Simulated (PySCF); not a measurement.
Species: C6H7NO2P (charge -1).
SMILES with atom numbers: `[CH3:1][P@:2](=[O:3])([O-:4])[c:5]1[cH:6][cH:7][cH:8][cH:9][n:10]1` (hydrogens: H11, H12, H13 on C1; H14 on C6; H15 on C7; H16 on C8; H17 on C9)

All values: PBE0/pcSseg-1 and B3LYP/def2-SVPD (PySCF, non-relativistic), on one gas-phase PBE0-D3(BJ)/def2-SVP geometry that isn't relaxed in the solvent. The solvent is an IEF-PCM continuum (cavity from Bondi-type radii × 1.2). The model holds no explicit solvent molecules, cavitation or dispersion.

Gas phase at PBE0/pcSseg-1: HOMO -2.18 eV, LUMO 2.78 eV.

Problem. What does the continuum do to the energy and the frontier levels at PBE0/pcSseg-1 in chloroform?

Solution. 
| solvent | ε | E(solvent) − E(gas) (kcal/mol) | polarisation term (kcal/mol) | distortion of the solute (kcal/mol) | HOMO (eV) | LUMO (eV) |
| --- | --- | --- | --- | --- | --- | --- |
| chloroform | 4.711 | -50.61 | -53.72 | 3.11 | -5.61 | 0.00 |

The first energy column is the sum of the next two and covers electrostatics alone.

Problem. Which radius a makes Born's formula ΔE = −(q²/2a)(1 − 1/ε) give the value in chloroform?

Solution. a = q²(1 − 1/ε)/(2|ΔE|) = 2.58 Å, with q = -1 e and |ΔE| = 0.0806 Eh; the farthest nucleus lies 3.81 Å from the centroid of the nuclei. The formula assumes a point charge at the centre of a sphere.

Problem. Which ESP-fitted charges (PBE0/pcSseg-1) respond most in chloroform (means over atoms taken as equivalent)?

Solution. 
```
atoms                          environment  gas (e)  solvent (e)  change
  N10               pyridine-type nitrogen   -0.641       -0.713  -0.072
   C6                   aromatic CH carbon   -0.515       -0.564  -0.049
O3/O4                   oxygen bonded to P   -0.810       -0.857  -0.047
   C9  aromatic CH next to a ring nitrogen   +0.403       +0.441  +0.038
   C7                   aromatic CH carbon   +0.214       +0.248  +0.034
  H16                    aromatic hydrogen   +0.172       +0.205  +0.033
```

Problem. Which Mayer bond orders change most in chloroform?

Solution. 
```json
{"bond": "C1–P2", "length (Å)": "1.837", "gas": "0.915", "solvent": "0.946", "change": "+0.031"}
{"bond": "P2–O3", "length (Å)": "1.512", "gas": "1.734", "solvent": "1.704", "change": "-0.030"}
{"bond": "P2–O4", "length (Å)": "1.512", "gas": "1.733", "solvent": "1.704", "change": "-0.029"}
{"bond": "P2–C5", "length (Å)": "1.861", "gas": "0.734", "solvent": "0.760", "change": "+0.026"}
{"bond": "C9–N10", "length (Å)": "1.333", "gas": "1.489", "solvent": "1.468", "change": "-0.021"}
{"bond": "C7–C8", "length (Å)": "1.399", "gas": "1.372", "solvent": "1.388", "change": "+0.016"}
{"bond": "C1–H13", "length (Å)": "1.102", "gas": "0.960", "solvent": "0.951", "change": "-0.009"}
{"bond": "C6–C7", "length (Å)": "1.385", "gas": "1.468", "solvent": "1.460", "change": "-0.008"}
```

Gas phase at B3LYP/def2-SVPD: HOMO -2.24 eV, LUMO 2.39 eV.

Problem. What does the continuum do to the energy and the frontier levels at B3LYP/def2-SVPD in chloroform?

Solution. 
```tsv
solvent	ε	E(solvent) − E(gas) (kcal/mol)	polarisation term (kcal/mol)	distortion of the solute (kcal/mol)	HOMO (eV)	LUMO (eV)
chloroform	4.711	-49.70	-53.13	3.43	-5.58	-0.29
```

The atom shares or the degeneracy of the HOMO differ from the gas phase in chloroform, so that column needn't follow one orbital.

Problem. How does the static polarisability (B3LYP/def2-SVPD, frozen core, with the continuum's full static response) change?

Solution. 
```
    medium  isotropic (au)  principal values (au)  ⟨r²⟩ of the electrons (bohr²)
       gas           117.3     83.3, 117.7, 150.9                         1686.4
chloroform           143.4    102.8, 149.1, 178.4                         1681.3
```

The isotropic value in chloroform is 1.22 times the gas-phase one; no cavity-field correction is applied. ⟨r²⟩ is taken about the centre of nuclear charge.

Conformer computed: `[CH3:1][P@:2](=[O:3])([O-:4])[c:5]1[cH:6][cH:7][cH:8][cH:9][n:10]1`: C1–P2–C5–C6 180°.
